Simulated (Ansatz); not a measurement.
Reaction (formal exchange of groups at a B–C bond): `C=CBC=C` + `BOCO` → `BBC=C` + `C=COCO`

Gas-phase electronic energies from Ansatz, PBE0-D4/def2-TZVP geometries. CCSD(T)/CBS is the MP2 limit (def2-TZVPP, def2-QZVPP) plus CCSD(T) − MP2 in def2-TZVPP, frozen cores. Functionals use def2-TZVPP. B3LYP here is the variant with VWN-RPA as its local correlation; programs differ in this. One conformer a species, not always the lowest.

CCSD(T)/CBS gives +2.45 eV.

Task: Another level gave +2.26 eV. Which?
A. r2SCAN-D4/def2-TZVPP
B. PBE-D4/def2-TZVPP
C. CCSD/def2-TZVPP
D. B3LYP-D4/def2-TZVPP

Result: B. PBE-D4 2.26, CCSD/def2-TZVPP 2.45, r2SCAN-D4 2.31, B3LYP-D4 2.40 eV.

Largest T1 diagnostic among the species: 0.013.

From PBE to PBE0 (25 % exact exchange), in def2-TZVPP and without D4, ΔE moves by +0.05 eV.
